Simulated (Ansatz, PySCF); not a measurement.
Gas-phase reaction in SMILES: C=CC(=C)C[SiH3] + 7 [H][H] (H2) -> 5 C (CH4) + [SiH4] (SiH4)
Each molecule is optimised on its own at B3LYP-D3(BJ)/def2-TZVP (Ansatz, a first-principles code), one conformer each, not searched for the lowest. Frequencies are from Ansatz or PySCF. Unstable Hartree-Fock reference: C=CC(=C)C[SiH3].

Quantity: energy of full hydrogenation (enthalpy at 298 K, with B3LYP-D3(BJ) rigid-rotor harmonic-oscillator terms), in kJ/mol. Cores are frozen in the correlated levels unless marked. No spin-orbit coupling. No relativistic terms. CBS(X,Y): correlation extrapolated as X^-3; Hartree-Fock from the larger set.

```csv
level,program,energy of full hydrogenation (kJ/mol)
HF/cc-pV(Q+d)Z,Ansatz,-566.9
PBE/def2-TZVPD,Ansatz,-478.3
r2SCANh/def2-TZVPD,Ansatz,-492.3
RI-MP2/aug-cc-pV(Q+d)Z,Ansatz,-453.4
"RI-MP2/CBS(cc-pV(T+d)Z,cc-pV(Q+d)Z)",Ansatz,-455.9
CCSD/6-31G*,Ansatz,-456.2
"CCSD(T)/CBS(cc-pV(T+d)Z,cc-pV(Q+d)Z)",Ansatz,-469.9
```
